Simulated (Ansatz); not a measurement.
Reaction (cleavage of the Si–Si bond): `N[SiH2][SiH2]F` + `N[SiH2]S` → `N[SiH2]S[SiH2]F` + `N[SiH3]`

Isolated molecules relaxed with PBE0-D4/def2-TZVP in Ansatz; ΔE leaves out vibrations. CCSD(T)/CBS adds triple-zeta CCSD(T) − MP2 to the extrapolated MP2 energy (def2 sets, frozen cores). This one scheme is used for every species. Functionals use def2-TZVPP. B3LYP here is the variant with VWN-RPA as its local correlation; programs differ in this. One conformer a species, not always the lowest.

```csv
level,ΔE (kJ/mol),difference from CCSD(T)/CBS
PBE-D4,-79.8,10.5
r2SCAN-D4,-89.5,0.8
PBE0-D4,-83.3,7.0
B3LYP-D4,-85.5,4.8
ωB97X-V,-85.6,4.7
ωB97M-V,-93.1,-2.8
B2PLYP,-88.4,1.9
PBE,-76.9,13.4
r2SCAN,-88.8,1.5
PBE0,-80.8,9.5
B3LYP,-80.9,9.4
HF/def2-TZVPP,-88.6,1.7
MP2/def2-TZVPP,-100.1,-9.8
SCS-MP2/def2-TZVPP,-95.9,-5.6
CCSD/def2-TZVPP,-87.1,3.2
CCSD(T)/def2-TZVPP,-89.0,1.3
HF/def2-QZVPP,-88.9,1.4
MP2/def2-QZVPP,-100.9,-10.6
SCS-MP2/def2-QZVPP,-96.7,-6.4
HF/CBS(def2),-89.0,1.3
MP2/CBS(def2),-101.4,-11.1
CCSD/CBS(def2),-88.4,1.9
CCSD(T)/CBS,-90.3,0
```

Largest T1 diagnostic among the species: 0.012.

From PBE to PBE0 (25 % exact exchange), in def2-TZVPP and without D4, ΔE moves by −3.8 kJ/mol. The D4 term adds −4.6 kJ/mol with B3LYP and −2.5 kJ/mol with PBE0; it sums over pairs of atoms, weighted by their polarisabilities, and B3LYP, whose exchange is more repulsive, gets the larger term.
